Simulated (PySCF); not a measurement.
**Low-lying terms of Al⁺ (aluminium, charge +1)**

Ground state [Ne] 3s2, ¹S. Calculation: PySCF 2.14, in aug-cc-pV(T+d)Z (6s5p4d2f, 55 functions); the non-relativistic Hamiltonian (point nucleus). Vertical excitation energies in eV without spin-orbit coupling; excited terms of each kind are numbered among those the solver found. Frozen: [He] 2s2.

```json
{"term": "1 3P°", "leading excitation": "3s → p", "EOM-EE-CCSD": "4.649", "measured centre of gravity (NIST)": "4.651 (3s3p)"}
{"term": "1 1P°", "leading excitation": "3s → p", "EOM-EE-CCSD": "7.473", "measured centre of gravity (NIST)": "7.421 (3s3p)"}
{"term": "1 3S", "leading excitation": "3s → s", "EOM-EE-CCSD": "11.289", "measured centre of gravity (NIST)": "11.317 (3s4s)"}
{"term": "1 3D", "leading excitation": "3s → d", "EOM-EE-CCSD": "11.806", "measured centre of gravity (NIST)": "11.847 (3s3d)"}
{"term": "1 1S", "leading excitation": "3s → s", "EOM-EE-CCSD": "11.813", "measured centre of gravity (NIST)": "11.822 (3s4s)"}
{"term": "2 3P°", "leading excitation": "3s → p", "EOM-EE-CCSD": "13.174", "measured centre of gravity (NIST)": "n/a"}
{"term": "2 1P°", "leading excitation": "3s → p", "EOM-EE-CCSD": "13.369", "measured centre of gravity (NIST)": "n/a"}
{"term": "1 1D", "leading excitation": "3s → d", "EOM-EE-CCSD": "13.758", "measured centre of gravity (NIST)": "n/a"}
{"term": "2 3D", "leading excitation": "3s → d", "EOM-EE-CCSD": "15.771", "measured centre of gravity (NIST)": "n/a"}
{"term": "2 1D", "leading excitation": "3s → d", "EOM-EE-CCSD": "16.648", "measured centre of gravity (NIST)": "n/a"}
{"term": "1 3F°", "leading excitation": "3s → f", "EOM-EE-CCSD": "16.774", "measured centre of gravity (NIST)": "15.302 (3s4f)"}
{"term": "1 1F°", "leading excitation": "3s → f", "EOM-EE-CCSD": "17.042", "measured centre of gravity (NIST)": "15.308 (3s4f)"}
```

Only the lower part of the computed list is shown. Doubly excited terms such as np² are absent. The solver can miss terms. Rydberg members are limited by the diffuse functions of the basis.
